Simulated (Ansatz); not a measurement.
Start from `BS[Si](N)(O)F` and change one atom or group to get `CC[Si](N)(O)F`.

Ansatz, PBE0-D4/def2-TZVP geometries, multiplicity 1. Each molecule was computed in one conformer, which needn't be the lowest.

| property | `BS[Si](N)(O)F` |
| --- | --- |
| LUMO energy (PBE0/def2-TZVPP) / eV | -1.59 |
| LUMO energy (B3LYP/def2-TZVPP) / eV | -1.78 |
| HOMO energy (ωB97M-V/def2-TZVPP) / eV | -10.33 |
| HOMO–LUMO gap (PBE/def2-TZVPP) / eV | 4.13 |
| LUMO energy (ωB97M-V/def2-TZVPP) / eV | 0.35 |
| size of the dipole moment (B3LYP/def2-TZVPP) / D | 1.59 |

(1) Give the same properties after the change, and the shifts. (Estimate.)

Results:

(1) The calculation gave: 
| property | `CC[Si](N)(O)F` | shift |
| --- | --- | --- |
| LUMO energy (PBE0/def2-TZVPP) / eV | 0.69 | 2.28 |
| LUMO energy (B3LYP/def2-TZVPP) / eV | 0.32 | 2.10 |
| HOMO energy (ωB97M-V/def2-TZVPP) / eV | -9.99 | 0.34 |
| HOMO–LUMO gap (PBE/def2-TZVPP) / eV | 6.02 | 1.89 |
| LUMO energy (ωB97M-V/def2-TZVPP) / eV | 2.06 | 1.71 |
| size of the dipole moment (B3LYP/def2-TZVPP) / D | 2.22 | 0.63 |

With PBE0 the HOMO rises by 0.44 eV and the LUMO rises by 2.28 eV, so the gap widens by about 1.84 eV. PBE moves the HOMO by 0.48 eV and ωB97M-V by 0.34 eV. Dipoles are sizes alone; their direction can turn.

B3LYP here is the variant with VWN-RPA as its local correlation; programs differ in this.
